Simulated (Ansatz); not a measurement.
WNF₃ was relaxed with PBE0-D4 (def2-SVP) in Ansatz in these states: charge +1 doublet, neutral singlet. The geometries follow in no particular order.

In the def2 sets W takes a core potential; there is no spin–orbit coupling.

A:

```xyz
5

W    -0.0270    0.0496   -0.0337
N     0.6512   -1.1949    0.8123
F    -0.3059    1.3590    1.2564
F    -1.5828   -0.6897   -0.7337
F     1.2645    0.4760   -1.3014
```

B:

Cartesian coordinates in Å:
```
W 0.030 0.040 0.003
N -0.980 -1.309 -0.103
F 1.646 -0.608 0.489
F -0.720 1.103 1.259
F 0.023 0.774 -1.649
```

Q: Judge from the bond lengths which geometry belongs to which state (an estimate).

A: A is the neutral singlet (W1–F3 1.859 Å, W1–F5 1.859 Å, W1–F4 1.859 Å); B is the charge +1 doublet (W1–F3 1.808 Å, W1–F5 1.808 Å, W1–F4 1.808 Å).

The restricted singlet is unstable towards broken spin symmetry in Hartree–Fock (as tested in another run); at PBE0-D4/def2-SVP this wasn't settled.
